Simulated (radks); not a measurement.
Question: These are the eigenvalues of the occupied orbitals of an atom or ion with whole-number occupations (eV). All-electron calculation, Dirac Kohn-Sham, BLYP, spin-unpolarised, spherical densities, finite nucleus; Fermi nuclear charge, rms radius of each element as measured or else 0.836 A^(1/3) + 0.57 fm. Program: a radial shooting solver on a logarithmic mesh with Libxc functionals.

| orbital | eigenvalue |
|---|---|
| 1s1/2 | -14156.34 |
| 2s1/2 | -1863.796 |
| 2p1/2 | -1684.601 |
| 2p3/2 | -1630.731 |
| 3s1/2 | -263.5001 |
| 3p1/2 | -200.2523 |
| 3p3/2 | -192.3261 |
| 3d3/2 | -82.0375 |
| 3d5/2 | -80.7339 |
| 4s1/2 | -22.9274 |
| 4p1/2 | -9.5276 |
| 4p3/2 | -8.8845 |

Which element is it, and in what charge state? The configuration may be excited. Open shells, if any, fill j = l - 1/2 first.

Answer: Z = 36, krypton, charge 0: Kr in [Kr]. The list shows which subshells hold electrons but not how many an open one holds; the 1s level, -520.24 hartree, gives Z - s = 32.3 by -(Z - s)^2/2, which with screening and relativity narrows Z to a few neighbours, and the depths of the outer levels then fix element, charge and occupations together.
